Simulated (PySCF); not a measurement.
**Electron correlation in Tc (technetium, neutral)**

[Kr] 4d6 5s1, high-spin 6D determinant (an excited configuration). Calculation: PySCF 2.14, in aug-cc-pVTZ-DK (9s8p6d3f2g, 102 functions); the spin-free X2C one-electron Hamiltonian (Gaussian nucleus). Frozen: [Kr]; 7 electrons correlated.

```csv
level,correlation energy (mhartree)
CCSD,-141.15
(T),-6.02
CCSD(T),-147.17
```

Diagnostics: T1 = 0.015, D1 = 0.0475, largest double amplitude 0.024.

Cost of the coupled-cluster step: of the order of 30 core-seconds, for 7 correlated electrons.
